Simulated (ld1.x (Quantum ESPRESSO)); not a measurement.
# boron, TM: configuration errors across variants

```json
{
  "Element": "B (Z = 5)",
  "Generator": "ld1.x (Quantum ESPRESSO) 7.5",
  "Type": "norm-conserving Troullier–Martins (Kleinman–Bylander form)",
  "Functional": "PBEsol",
  "Relativity": "non-relativistic",
  "Frozen core": "[He]",
  "Valence charge": "3",
  "Reference configuration": "2s2 2p1",
  "Partial waves": "2p (bound): rc 2.70 bohr; 3d channel at -0.1 Ry: rc 2.35 bohr; 2s (bound): rc 1.50 bohr",
  "Local potential": "the s channel",
  "Core correction": "a·sin(br)/r model core inside 1.00 bohr"
}
```

All-electron excitation energies from the reference (eV): (1) 2s2 2p0 8.142; (2) 2s1 2p0 33.396; (3) 2s2 2p0.5 2.856; (4) 2s1 2p1 14.259; (5) 2s2 2p1.3 -0.725; (6) 2s1 2p2 5.813; (7) 2s0 2p3 11.644.

Errors AE − PS in meV (a dash: test not solved or not reliable):

| change | (1) | (2) | (3) | (4) | (5) | (6) | (7) | bound ghosts |
| --- | --- | --- | --- | --- | --- | --- | --- | --- |
| base | +49 | +156 | +6.6 | -28 | +0.5 | -9.9 | -40 | none |
| core correction none | +54 | +189 | +7.2 | -24 | +0.6 | -5.2 | -22 | none |
| core correction a·sin(br)/r model core inside 0.64 bohr | +52 | +176 | +7.0 | -27 | +0.6 | -10 | -42 | none |
| core correction a·sin(br)/r model core inside 0.92 bohr | +50 | +161 | +6.7 | -28 | +0.5 | -9.9 | -41 | none |
| core correction a·sin(br)/r model core inside 1.10 bohr | +50 | +164 | +6.8 | -27 | +0.5 | -9.2 | -36 | none |
| core correction a·sin(br)/r model core inside 1.58 bohr | +53 | +187 | +7.2 | -24 | +0.6 | -5.4 | -22 | none |
| core correction a·sin(br)/r model core inside 1.76 bohr | +54 | +188 | +7.2 | -24 | +0.6 | -5.3 | -22 | none |

(1) Give the same row for: core correction a·sin(br)/r model core inside 1.34 bohr.

## Answers

(1) +53, +182, +7.1, -25, +0.6, -6.3, -23; bound ghosts: none.
